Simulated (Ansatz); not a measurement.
A nudged elastic band was laid between two geometries of ClF$_{2}$GeH$_{6}$NOSi (13 atoms, charge 0, multiplicity 1).

All numbers below come from RKS PBE/def2-SVP (Ansatz).

```yaml
movable_images: 7
climbing_image: yes
spring: 5.0 eV/Å²
optimiser: quadratic models (default)
start_path: through a guess of the saddle point
force_threshold: 0.05 eV/Å
iteration_limit: 60
end_points: relaxed
```

Image 0:

```xyz
13
Properties=species:S:1:pos:R:3
Ge 0.043 0.121 0.244
O -0.204 -0.019 2.017
H -0.786 -0.795 2.147
Cl 1.864 -0.612 -0.734
F -0.871 1.328 -0.683
F -1.011 -1.239 -0.175
N 1.200 1.853 0.884
H 2.169 1.650 0.593
Si 0.607 3.478 0.300
H 0.755 3.513 -1.184
H -0.787 3.662 0.797
H 1.504 4.516 0.920
H 1.160 1.753 1.912
```

Image 8:

```xyz
13
Properties=species:S:1:pos:R:3
Ge -0.004 0.624 0.058
O 0.816 -0.294 2.196
H 1.276 -1.082 1.837
Cl 1.223 -0.991 -0.739
F -0.739 1.292 -1.390
F -1.415 -0.099 0.833
N 0.714 2.120 0.756
H 1.185 1.979 1.654
Si 0.661 3.718 -0.005
H 1.294 3.711 -1.367
H -0.741 4.247 -0.122
H 1.453 4.609 0.913
H -0.081 -0.626 2.415
```

Task: What changes between the two ends?

Result: Bonds broken: Ge1–O2, N7–H13. Bonds formed: O2–H13. ClF2GeH6NOSi becomes ClF2GeH4NSi + H2O.

Task: What energy profile does the band end with?

Result: The forces met the threshold. The highest image is number 3 of 0 to 8, 0.91 eV above the first end and 0.62 eV above the last; the last end lies 0.28 eV above the first. A vibrational analysis at the climbing image gives one clearly imaginary mode, 962i cm⁻¹: a first-order saddle point. The orbitals stay closed-shell, which can raise the energy where a bond breaks towards radicals; this wasn't checked here.

| image | path coordinate (Å) | energy (eV) | Ge1–O2 (Å) | N7–H13 (Å) | O2–H13 (Å) |
| --- | --- | --- | --- | --- | --- |
| 0 | 0.00 | 0.00 | 1.80 | 1.03 | 2.24 |
| 1 | 1.00 | 0.04 | 1.80 | 1.03 | 2.19 |
| 2 | 2.00 | 0.30 | 1.83 | 1.04 | 1.88 |
| 3 | 3.00 | 0.91 | 2.02 | 1.30 | 1.25 |
| 4 | 3.91 | 0.49 | 2.41 | 2.04 | 0.99 |
| 5 | 4.81 | 0.45 | 2.47 | 2.37 | 0.98 |
| 6 | 5.72 | 0.41 | 2.50 | 2.73 | 0.98 |
| 7 | 6.63 | 0.32 | 2.51 | 3.11 | 0.98 |
| 8 | 7.54 | 0.28 | 2.47 | 3.31 | 0.98 |

Task: What is the geometry of the highest image?

Result: 
```xyz
13
Properties=species:S:1:pos:R:3
Ge 0.178 0.247 -0.011
O 0.512 -0.136 1.945
H -0.349 -0.272 2.390
Cl 1.471 -1.297 -0.771
F -0.223 1.139 -1.494
F -1.506 -0.153 0.326
N 1.129 1.804 0.775
H 2.135 1.717 0.557
Si 0.485 3.452 0.427
H 0.840 3.897 -0.957
H -0.996 3.372 0.624
H 1.091 4.393 1.431
H 0.875 1.046 1.796
```

Task: What are the harmonic wavenumbers there?

Result: 962i, 41, 86, 112, 136, 166, 193, 227, 280, 304, 401, 416, 450, 513, 569, 628, 653, 665, 692, 779, 784, 844, 901, 917, 932, 1040, 1492, 1752, 2177, 2206, 2219, 3420, 3688 cm⁻¹.

Time of the run: 6.4 min on 4 threads of Arm Neoverse V2, with other jobs on the host, peak memory 0.24 GiB.
